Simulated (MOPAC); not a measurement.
MOPAC input (MNDO):

```
MNDO 1SCF UHF MS=0.5 GEO-OK AUX(PRECISION=9) THREADS=1
BrOSi

Si    1.20246600 1   -0.33920400 1   -0.22124700 1
O     1.75137600 1   -0.10526400 1   -1.62564800 1
Br   -0.88130100 1    0.15974200 1    0.46007500 1
```

From the output:

```
                                                       MOPAC v23.2.5 Linux

          FINAL HEAT OF FORMATION =        -22.20381 KCAL/MOL =     -92.90073 KJ/MOL

          COSMO AREA              =        104.25 SQUARE ANGSTROMS
          COSMO VOLUME            =         92.68 CUBIC ANGSTROMS

          IONIZATION POTENTIAL    =         10.023704 EV
          ALPHA SOMO LUMO (EV)    =        -10.024 -0.202
          BETA  SOMO LUMO (EV)    =        -11.348 -1.969
          NO. OF ALPHA ELECTRONS  =          9
          NO. OF BETA  ELECTRONS  =          8
          MOLECULAR WEIGHT        =        123.9889         POINT GROUP:  Cs

          MOLECULAR DIMENSIONS (Angstroms)

            Atom       Atom       Distance
           Br     3    O     2     3.36919
           Si     1   Br     3     0.83077
           Br     3    O     2     0.00000

          SCF CALCULATIONS        =          1

   ATOM   CHEMICAL          X               Y               Z
  NUMBER   SYMBOL      (ANGSTROMS)     (ANGSTROMS)     (ANGSTROMS)

     1      Si          1.20246600  *  -0.33920400  *  -0.22124700  *
     2       O          1.75137600  *  -0.10526400  *  -1.62564800  *
     3      Br         -0.88130100  *   0.15974200  *   0.46007500  *

                             CARTESIAN COORDINATES

   1   Si        1.202466000    -0.339204000    -0.221247000
   2    O        1.751376000    -0.105264000    -1.625648000
   3   Br       -0.881301000     0.159742000     0.460075000

           Empirical Formula: O Si Br  =     3 atoms

      MOLECULAR POINT GROUP   :   Cs

          ALPHA EIGENVALUES
 -37.50192 -25.52478 -16.46148 -13.68850 -12.52694 -12.32258 -11.72061 -11.63444
 -10.02370  -0.20248  -0.08040   4.23959

           BETA EIGENVALUES
 -37.32225 -24.32696 -15.12332 -13.18586 -12.30534 -11.97755 -11.40251 -11.34761
  -1.96941   0.15892   0.89258   4.58858

              NET ATOMIC CHARGES AND DIPOLE CONTRIBUTIONS

  ATOM NO.   TYPE          CHARGE      No. of ELECS.   s-Pop       p-Pop
    1         Si           1.029944        2.9701     1.46577     1.50429
    2          O          -0.680773        6.6808     1.90061     4.78017
    3         Br          -0.349171        7.3492     1.99475     5.35443
 DIPOLE           X         Y         Z       TOTAL
 POINT-CHG.     1.700    -1.602     3.450     4.166
 HYBRID         0.303     0.271    -1.250     1.314
 SUM            2.003    -1.331     2.199     3.259

          ATOMIC ORBITAL ELECTRON POPULATIONS

     Atom    s        px        py        pz
    1 Si   1.46577   0.46612   0.38845   0.64971
    2  O   1.90061   1.66478   1.63844   1.47695
    3 Br   1.99475   1.45168   1.94659   1.95616

                    (SZ)    =    0.500000
                    (S**2)  =    0.765208

          ATOMIC ORBITAL SPIN POPULATIONS

    Atom   Total    s     px     py     pz
         Atomic
    1 Si  0.4578  0.314 -0.044  0.048  0.140
    2  O  0.0390  0.003  0.005 -0.018  0.049
    3 Br  0.5032  0.003  0.450  0.039  0.012

 **********************
 *                    *
 * JOB ENDED NORMALLY *
 *                    *
 **********************

 == MOPAC DONE ==
```

The geometry given is a B3LYP-D3(BJ)/def2-TZVP minimum.
